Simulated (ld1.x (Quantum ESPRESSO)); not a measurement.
Cutoff test, P, ultrasoft

- Element: P (Z = 15)
- Generator: ld1.x (Quantum ESPRESSO) 7.5
- Type: ultrasoft
- Functional: PBEsol
- Relativity: non-relativistic
- Frozen core: [Ne]
- Valence charge: 5
- Reference configuration: 3s2 3p3
- Partial waves: 3s (bound): rcut 1.55, rcutus 1.80 bohr; 3s channel at 0.6 Ry: rcut 1.55, rcutus 1.80 bohr; 3p (bound): rcut 1.30, rcutus 1.45 bohr; 3p channel at 1.35 Ry: rcut 1.30, rcutus 1.45 bohr; 3d channel at -0.15 Ry: rcut 1.25, rcutus 1.65 bohr; 3d channel at 0.75 Ry: rcut 1.25, rcutus 1.65 bohr
- Local potential: all-electron potential smoothed inside 1.45 bohr (lloc = -1)
- Core correction: none
- Augmentation charge: built from norm-conserving waves at rcut, not smoothed further

The pseudo-atom Hamiltonian at the reference potential is diagonalised in spherical Bessel functions j_l(qr) that vanish at 20 bohr, with q² up to the cutoff. All-electron valence levels (Ry): 3s -1.0174, 3p -0.4035.

How do the lowest levels (Ry) of each channel move with the cutoff, and are there ghosts?

| cutoff (Ry) | s #1 | p #1 | p #2 | d #1 | d #2 | f #1 | f #2 | Σ f·Δε (mRy) |
| --- | --- | --- | --- | --- | --- | --- | --- | --- |
| 8 | -1.0170 | -0.3999 | 0.0294 | 0.0655 | 0.1477 | 0.1146 | 0.2441 | 11.8 |
| 10 | -1.0172 | -0.4024 | 0.0293 | 0.0654 | 0.1469 | 0.1146 | 0.2441 | 4.1 |
| 12 | -1.0173 | -0.4027 | 0.0293 | 0.0653 | 0.1463 | 0.1146 | 0.2441 | 3.1 |
| 15 | -1.0173 | -0.4027 | 0.0293 | 0.0652 | 0.1458 | 0.1146 | 0.2441 | 2.8 |
| 18 | -1.0173 | -0.4030 | 0.0293 | 0.0651 | 0.1452 | 0.1146 | 0.2441 | 2.0 |
| 21 | -1.0174 | -0.4032 | 0.0293 | 0.0651 | 0.1449 | 0.1146 | 0.2441 | 1.2 |
| 25 | -1.0174 | -0.4034 | 0.0293 | 0.0650 | 0.1447 | 0.1146 | 0.2441 | 0.4 |
| 30 | -1.0174 | -0.4035 | 0.0293 | 0.0650 | 0.1446 | 0.1146 | 0.2441 | 0.3 |
| 35 | -1.0174 | -0.4035 | 0.0293 | 0.0650 | 0.1445 | 0.1146 | 0.2441 | 0.3 |
| 400 | -1.0175 | -0.4036 | 0.0293 | 0.0650 | 0.1445 | 0.1146 | 0.2441 | 0.0 |

Result: no extra level below or beside the all-electron valence levels (s, p, d, f tested); 10 mRy is reached at 10 Ry and 1 mRy at 25 Ry.
